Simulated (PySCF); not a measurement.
# Radial density of F+ (fluorine, charge +1)

PW91, [He] 2s1 2p4 3s1, high-spin 5P determinant (an excited configuration). Computed with PySCF 2.14 in dyall-av3z (15s9p3d2f, 71 functions), with no relativity, point nucleus.

```json
{"r (bohr)": "0.00232", "4πr²ρ (e/bohr)": "0.02866", "4πr²(ρα − ρβ)": "0.0010"}
{"r (bohr)": "0.00390", "4πr²ρ (e/bohr)": "0.07885", "4πr²(ρα − ρβ)": "0.0027"}
{"r (bohr)": "0.00656", "4πr²ρ (e/bohr)": "0.2126", "4πr²(ρα − ρβ)": "0.0072"}
{"r (bohr)": "0.0110", "4πr²ρ (e/bohr)": "0.5549", "4πr²(ρα − ρβ)": "0.0188"}
{"r (bohr)": "0.0186", "4πr²ρ (e/bohr)": "1.371", "4πr²(ρα − ρβ)": "0.0463"}
{"r (bohr)": "0.0312", "4πr²ρ (e/bohr)": "3.089", "4πr²(ρα − ρβ)": "0.1039"}
{"r (bohr)": "0.0525", "4πr²ρ (e/bohr)": "5.977", "4πr²(ρα − ρβ)": "0.1983"}
{"r (bohr)": "0.0883", "4πr²ρ (e/bohr)": "8.988", "4πr²(ρα − ρβ)": "0.2917"}
{"r (bohr)": "0.149", "4πr²ρ (e/bohr)": "9.065", "4πr²(ρα − ρβ)": "0.3326"}
{"r (bohr)": "0.250", "4πr²ρ (e/bohr)": "5.554", "4πr²(ρα − ρβ)": "0.6602"}
{"r (bohr)": "0.420", "4πr²ρ (e/bohr)": "4.307", "4πr²(ρα − ρβ)": "2.1289"}
{"r (bohr)": "0.707", "4πr²ρ (e/bohr)": "5.313", "4πr²(ρα − ρβ)": "3.3505"}
{"r (bohr)": "1.19", "4πr²ρ (e/bohr)": "2.742", "4πr²(ρα − ρβ)": "1.6527"}
{"r (bohr)": "2.00", "4πr²ρ (e/bohr)": "0.6093", "4πr²(ρα − ρβ)": "0.4298"}
{"r (bohr)": "3.36", "4πr²ρ (e/bohr)": "0.3452", "4πr²(ρα − ρβ)": "0.3406"}
{"r (bohr)": "5.66", "4πr²ρ (e/bohr)": "0.03400", "4πr²(ρα − ρβ)": "0.0340"}
```

The outer electron is Rydberg-like, and this basis confines it to a smaller radius and binds it less than a complete one would.
